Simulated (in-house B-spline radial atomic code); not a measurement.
Settings and results of a run for La3+ (with a hole in an inner shell). Method: Dirac-Hartree-Fock, average of the jj configuration, Fermi nucleus of rms radius 4.855 fm. Calculated with an all-electron radial atomic-structure program (B-spline basis).

In the input, a minus or plus after the letter marks the j = l - 1/2 or j = l + 1/2 subshell.

Command:
```bash
python run_scf.py task.json out
```
Settings (nuclear radius in fm, mass in u):
```
Z                57
configuration    1s1 2s2 2p6 3s2 3p6 3d10 4s2 4p-1 4p+4 4d10 5s2 5p6 5d2
hamiltonian      dirac
method           hf
spin_polarised   False
nucleus          fermi
rms_radius       4.855
atomic_mass      138.90636
speed_of_light   137.035999084
```

Output (hartree, bohr):
```
 radial grid: 73 intervals, B-splines of order 8, outer radius 39.1892 bohr

 iter        energy (Eh)    residual
    1       -7026.053685    1.38e+00
    2       -7041.604324    5.61e-01
    3       -7046.723581    1.35e-01
    4       -7047.104162    3.78e-02
    5       -7047.128899    1.54e-02
    6       -7047.134862    8.30e-04
    7       -7047.134874    2.59e-04
    8       -7047.134875    2.72e-05
    9       -7047.134875    1.11e-06
   10       -7047.134875    1.29e-07

 total energy                     -7047.13488
 kinetic                            7494.9869
 electron-nucleus                 -17397.7789
 electron-electron                  2855.6571

 first-order corrections (not in the total)
   Gaunt                             3.8568
   retardation                      -0.5199
   frequency dependence             -0.0479
   self-energy                       3.1803
   Uehling                          -0.4489
   Wichmann-Kroll                    0.0117
   recoil                            0.0195

 orbital      occ     eigenvalue          <r>       <r^2>       <1/r>       r_max    small
 1s1/2      1.000     -1472.8518    0.0249873 0.000850219     62.2465     0.01601  4.47e-02
 2s1/2      2.000      -242.1743     0.105515   0.0132061     14.8971     0.09008  1.00e-02
 2p1/2      2.000      -230.2454    0.0883709  0.00962207     14.8203     0.06836  9.95e-03
 2p3/2      4.000      -214.1084    0.0944327   0.0108592     13.4602      0.0735  9.38e-03
 3s1/2      2.000       -55.3932     0.278816    0.088945     5.39287      0.2559  3.08e-03
 3p1/2      2.000       -49.7721     0.268158   0.0835608      5.2935      0.2421  3.00e-03
 3p3/2      4.000       -46.5664     0.279404   0.0905031     4.96548      0.2528  2.86e-03
 3d3/2      4.000       -36.2616     0.250253   0.0737972     4.82946      0.2031  2.73e-03
 3d5/2      6.000       -35.5736     0.253992   0.0758867     4.74186      0.2063  2.69e-03
 4s1/2      2.000       -13.1411     0.634479    0.453171      2.2336      0.5932  9.45e-04
 4p1/2      1.000       -11.0537     0.654005    0.486746     2.12984      0.6013  8.78e-04
 4p3/2      4.000       -10.2606     0.673319    0.513882     2.03572      0.6223  8.40e-04
 4d3/2      4.000        -6.2568     0.722548    0.602481     1.82467      0.6408  6.98e-04
 4d5/2      6.000        -6.2293     0.728905    0.612583     1.80304      0.6476  6.89e-04
 5s1/2      2.000        -3.0288      1.46102     2.38511    0.905806       1.338  2.24e-04
 5p1/2      2.000        -2.2585      1.58834     2.84039    0.836122       1.439  2.00e-04
 5p3/2      4.000        -2.1425      1.64628     3.04181    0.791096       1.484  1.79e-04
 5d3/2      0.800        -1.1770      2.13148     5.16986    0.603385       1.838  1.10e-04
 5d5/2      1.200        -1.1677      2.15276     5.26916    0.595244       1.856  1.07e-04
```

Cost of the run: 1.4 s on 1 thread of Arm Neoverse V1, on a shared host.

For the Dirac Hamiltonian the kinetic term is c α·p + (β - 1)c².
